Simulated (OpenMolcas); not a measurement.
**Ti3+ in K2NaGaF6: curves along the breathing mode**

Ti3+ with its 6 nearest fluoride ions, on the Ga site of K2NaGaF6 (a = 8.246 Å, distance in the model lattice 1.938 Å). The rest of the host is ab initio model potentials to 7.6 Å, with orthogonalisation functions on the cations behind the ligands, and point charges beyond; the distance is set by hand and nothing relaxes. Ligand basis ANO-RCC-VDZP.

| Property | Result |
| --- | --- |
| Program | OpenMolcas 26.06 |
| Method | SS-CASPT2, IPEA 0.25 Eh, imaginary shift 0.1 Eh (closed shells correlated: 3s 3p and the ligand valence shells) |
| Basis | ANO-RCC-VDZP [5s4p2d1f] |
| Scalar Hamiltonian | DKH2, point nucleus |
| Active space | 1 electron in 5 orbitals (3d) |
| State averaging | 2S+1 = 2 even, 5 roots |
| Spin-orbit coupling | RASSI with atomic mean-field integrals over the reference wave functions |

Spin-free energies (labels of O, the rotations of Oh) in cm-1 above the lowest fitted minimum, as all ligands move together:

```
R (Å)    2T2     2E
1.836   4300  30340
1.879    780  24310
1.922    100  21320
1.965   1570  20940
2.008   5280  22830
2.052  10850  26840
2.095  17950  32620
```

Cubic fits give the following; the wavenumber is harmonic, with the mass of all moving ligands, small differences in it between states hang on the degree of the fit, a number in brackets counts states of one label, and the table is a selection of at most 14 states with clean curves.

| State | R0 (Å) | Breathing mode (cm-1) | Minimum (cm-1) |
| --- | --- | --- | --- |
| 2T2 | 1.914 | 622 | 0 |
| 2E | 1.951 | 623 | 20770 |

The minimum of 2E is shifted by +0.0362 Å against 2T2 (from the unrounded fits). With M = 114.0 u for the moving shell, the Huang-Rhys factor in this mode is S = M ω ΔR² / 2ħ = 0.01483 × 114.0 × 622 × 0.0362² = 1.38. Only the first shell moves, against a rigid host.

Roots that are degenerate in the reference are averaged as groups; the widest CASPT2 spread within a group is 150 cm-1 (the 3-fold group of multiplicity 2 near 0 cm-1 above the lowest state of its run, R = 1.879). Shifts and gaps below about the spread of the groups concerned are not significant. Over all roots computed the reference weight is 0.74 to 0.75 in R = 1.836, 0.74 in R = 1.879, 0.74 in R = 1.922, 0.74 in R = 1.965, 0.74 in R = 2.008, 0.74 in R = 2.052, 0.74 in R = 2.095; a low but even weight reflects the number of correlated electrons. An orbital triplet at a regular site is open to Jahn-Teller coupling, which can distort the site and quench the lowest spin-orbit gaps and is left out. Ligand-to-metal charge-transfer states are missing. With one d shell and no ligand orbital active, 10Dq can be off by a tenth or more. Free-ion shares, where given, are those of the reference states; single-state CASPT2 does not remix them (holds for R = 2.095). No measured value stands beside these numbers.
